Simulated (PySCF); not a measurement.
**Excited states of Pd (palladium, neutral)**

Ground state [Kr] 4d10, ¹S. Computed with PySCF 2.14 in aug-cc-pVDZ-PP with one added diffuse shell each of s, p, d, f type with ECP28MDF (6s6p5d3f, 70 functions), with scalar relativity through the core potential. Vertical excitation energies in eV without spin-orbit coupling; excited terms of each kind are numbered among those the solver found. Frozen: 4s2 4p6.

```csv
term,leading excitation,EOM-EE-CCSD
1 3D,4d → s,0.947
1 1D,4d → s,1.373
```

The spin-orbit splitting of the hole, absent here, rivals or exceeds the spacing of these terms, so the LS terms are model states.

Only the lower part of the computed list is shown. The solver can miss terms. Rydberg members are limited by the diffuse functions of the basis.
